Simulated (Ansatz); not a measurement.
Harmonic frequencies (cm⁻¹) at PBE0-D4/def2-TZVP from Ansatz: 56, 125, 199, 296, 384, 418, 621, 697, 768, 830, 856, 919, 964, 1110, 1320, 1586, 2140, 2205, 2555, 3602, 3693.

Each molecule was computed in one conformer, which needn't be the lowest.

(1) Which molecule is it?
A. `N[SiH2]BF`
B. `B[SiH](N)F`
C. `BN[SiH2]F`
D. `FBN[SiH3]`

## Answers

(1) A.
